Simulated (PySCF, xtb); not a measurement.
Al(Me)(Et)(OH) (C3H9AlO), SMILES C[CH2][Al]([CH3])[OH].

GFN2-xTB (xtb) at its own geometry gives an orbital gap of 3.99 eV and a dipole moment of 0.60 D.

The structure is a stationary point at r2SCAN-D4/def2-SVP. The structure was generated by enumeration; whether it is a known compound was not checked. The values are those of a single conformer.

Problem. What does PySCF with PBE/def2-TZVP give? (The exact figures need the calculation; the answer reports its results.)

Solution. gap 5.28 eV (levels -6.00 and -0.72 eV), dipole 1.21 D.
